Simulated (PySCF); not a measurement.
**A ladder of Hamiltonians for Al⁺ (aluminium, charge +1)**

Occupied: 1s1/2, 2s1/2, 2p1/2, 2p3/2, 3s1/2. Hartree-Fock calculated with PySCF 2.14 in an even-tempered Gaussian basis (20 s from 0.0089 bohr⁻², ratio 2.7; 14 p from 0.011 bohr⁻², ratio 2.7), Gaussian nucleus throughout. NR is non-relativistic, sf-X2C the spin-free one-electron X2C Hamiltonian, X2C adds the bare one-electron spin-orbit term, X2C-SNSO screens it by Boettger's factors, DC is four-component Dirac-Coulomb, and the Gaunt and Breit terms are added at first order (total energies over the DC spinors, levels after relaxing the spinors in that mean field). QED terms are absent. Levels marked empty are virtual spinors of this ion; the basis has s and p functions only, so 3d, which can lie below the n = 4 levels, is absent.

| Hamiltonian | E (hartree) |
| --- | --- |
| NR | -241.6722 |
| sf-X2C | -242.1094 |
| X2C | -242.1096 |
| X2C-SNSO | -242.1096 |
| DC | -242.1267 |
| DC+Gaunt | -242.0816 |
| DC+Breit | -242.0845 |

| level (eV) | NR | sf-X2C | X2C | X2C-SNSO | DC | DC+Gaunt | DC+Breit |
| --- | --- | --- | --- | --- | --- | --- | --- |
| 1s1/2 | -1600.4 | -1603.6 | -1603.6 | -1603.6 | -1604.0 | -1603.2 | -1603.2 |
| 2s1/2 | -141.98 | -142.47 | -142.47 | -142.47 | -142.49 | -142.46 | -142.46 |
| 2p1/2 | -95.864 | -95.814 | -96.196 | -96.137 | -96.133 | -96.081 | -96.086 |
| 2p3/2 | -95.864 | -95.814 | -95.625 | -95.654 | -95.661 | -95.635 | -95.641 |
| 3s1/2 | -17.749 | -17.780 | -17.780 | -17.780 | -17.781 | -17.779 | -17.780 |
| 3p1/2 (empty) | -5.309 | -5.301 | -5.312 | -5.311 | -5.310 | -5.309 | -5.309 |
| 3p3/2 (empty) | -5.309 | -5.301 | -5.295 | -5.296 | -5.296 | -5.296 | -5.296 |
| 4s1/2 (empty) | -2.638 | -2.641 | -2.641 | -2.641 | -2.641 | -2.641 | -2.641 |

Q: How large are the two-electron picture-change error of X2C and the Breit correction in the total energy?

A: X2C-1e lies 0.0171 hartree above Dirac-Coulomb; Gaunt adds 0.0451 and the full Breit term 0.0422 hartree.

| interval (eV) | X2C | X2C-SNSO | DC | DC+Gaunt | DC+Breit |
| --- | --- | --- | --- | --- | --- |
| 2p3/2 − 2p1/2 | 0.5709 | 0.4829 | 0.4727 | 0.4459 | 0.4459 |
| 3p3/2 − 3p1/2 | 0.01675 | 0.01417 | 0.01358 | 0.01275 | 0.01275 |

Weight of the small component: 1s1/2 0.00212, 2s1/2 0.000291, 2p1/2 0.000263, 2p3/2 0.000262, 3s1/2 2.91e-05, 3p1/2 1.42e-05, 3p3/2 1.41e-05, 4s1/2 3.19e-06.

Koopmans' value for the highest occupied level at DC+Breit: 17.780 eV, against an ionisation energy of 18.829 eV (measured; NIST Atomic Spectra Database, ionization energies); the former lacks relaxation, correlation, QED and recoil.

Measured binding energies of an electron added to this ion (NIST): 3p1/2 5.986 eV, 3p3/2 5.972 eV, 4s1/2 2.843 eV; the virtual levels lack core polarisation.

The whole ladder took 100 s of wall time on 1 thread of Intel(R) Xeon(R) Platinum 8488C (shared host), launched as `OMP_NUM_THREADS=1 python relrun2.py TASK.json OUT` (a driver that calls PySCF for each Hamiltonian).
